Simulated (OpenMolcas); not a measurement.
neutral calcium: effect of the basis set

```yaml
Program: OpenMolcas 26.06
Method: CASSCF
Active_space: 2 electrons in 8 orbitals (4s 4p 5s 5p)
State_averaging: 2S+1 = 3 even, 3 roots; 2S+1 = 1 even, 7 roots; 2S+1 = 3 odd, 3 roots; 2S+1 = 1 odd, 3 roots
Spin-orbit_coupling: state interaction with AMFI integrals over the reference wave functions, term energies averaged over their components
```

A. ANO-RCC-VTZP [6s5p2d1f], DKH2, point nucleus; cost about 17 core-seconds
B. ANO-RCC-VQZP [7s6p3d2f1g], DKH2, point nucleus; cost about 27 core-seconds
C. ANO-RCC [10s9p6d4f2g], DKH2, point nucleus; cost roughly 40 core-seconds

Energies in cm⁻¹ above 4s² ¹S₀, the measured ground level; measured values from NIST Handbook of Basic Atomic Spectroscopic Data.

```tsv
Level	A	B	C	Measured
4s² ¹S₀	0.0	0.0	0.0	0.0
4s 4p ³P°₀	14597	14590	14406	15158
4s 4p ³P°₁	14636	14628	14444	15210
4s 4p ³P°₂	14714	14703	14519	15316
4s 4p ¹P°₁	30520	29526	28847	23652
```

Deviations, from unrounded energies. A percentage is the sum of absolute deviations over the sum of measured energies, with the sign that they share, or ± where signs differ.

```csv
Against measurement,Levels,A,B,C
mean absolute deviation (cm-1),4,2200,1900,1900
other configurations (%),4,±12.4,±11.0,±10.8
```

B, C lie about equally close to measurement and A furthest from it. The largest miss of C in the table is 4s 4p ¹P°₁, by +5200 cm-1. The ranking rests on the paired levels alone, and a cruder setting can come out closer through cancelling errors.

Among A to C the level of the table that moves most is 4s 4p ¹P°₁, by 1700 cm-1 (lowest in C, highest in A).

Without dynamic correlation excited terms often stand tens of per cent too high (terms of higher spin than the ground term too low), and those without a measured partner can miss by more than the paired ones. The run also gave levels led by 4s 5s, which use shells meant for correlation; these and all levels above them are left out. Measured partners are found by configuration, term and J. A level has none where our copy of the source lacks it or the pairing is in doubt (some pairs that miss far off the trend of their configuration count as doubtful), and it then counts in no deviation. Levels of configurations outside the active space are missing. The table leaves out levels that lie high or whose names do not pair safely across all columns.

° marks odd parity.
